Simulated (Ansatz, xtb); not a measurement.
## A geometry optimisation of Cl2H3Si2 with r2SCAN-D4/def2-SVP

The starting geometry of this gas-phase doublet has its atoms placed at random.

```yaml
atoms:
  - { symbol: Cl, position_ang: [0.8039, -0.4541, 0.8799] }
  - { symbol: Cl, position_ang: [-0.9281, -1.0955, -0.9937] }
  - { symbol: Si, position_ang: [-1.2394, 0.4378, 1.3579] }
  - { symbol: Si, position_ang: [1.8625, 1.0824, -0.5992] }
  - { symbol: H, position_ang: [-0.0733, 0.2717, 2.2117] }
  - { symbol: H, position_ang: [-0.6681, -1.1313, 1.5434] }
  - { symbol: H, position_ang: [0.1658, 0.0231, -0.8621] }
```

Problem. One run relaxed it with r2SCAN-D4/def2-SVP. What is a likely outcome?

Solution. It falls apart into ClH2Si2 + ClH. Distances that change by over a tenth: Cl2–H7 (1.57 → 1.32 Å), Si3–H6 (1.68 → 1.49 Å). Contacts that close: Si3–Si4 (3.72 → 2.34 Å).

The energy falls by 7.18 eV over 25 steps:

```csv
step,E − E(last) (eV)
1,7.179
4,2.447
6,1.726
9,0.641
12,0.086
14,0.020
17,0.006
20,0.003
22,0.000
25,0.000
```

Final geometry (Å):

```yaml
atoms:
  - { symbol: Cl, position_ang: [1.6272, -0.7398, 1.0463] }
  - { symbol: Cl, position_ang: [-0.8306, -1.4069, -1.7932] }
  - { symbol: Si, position_ang: [-0.2408, 0.3030, 1.5678] }
  - { symbol: Si, position_ang: [0.9757, 1.3278, -0.1489] }
  - { symbol: H, position_ang: [-0.0931, 0.6394, 3.0153] }
  - { symbol: H, position_ang: [-1.3228, -0.7099, 1.4107] }
  - { symbol: H, position_ang: [-0.1924, -0.2794, -1.5601] }
```

From the same start GFN2-xTB ends elsewhere, at `Cl[SiH][SiH2]Cl`.

From so rough a start the end depends on the optimiser's path, so another program may land elsewhere. The end wasn't checked by frequencies. Open shells are spin-unrestricted. Run with Ansatz 0.2.0, 3.3 min on 2 threads of Intel(R) Xeon(R) Platinum 8375C CPU @ 2.90GHz (Ice Lake), with other jobs on the host.
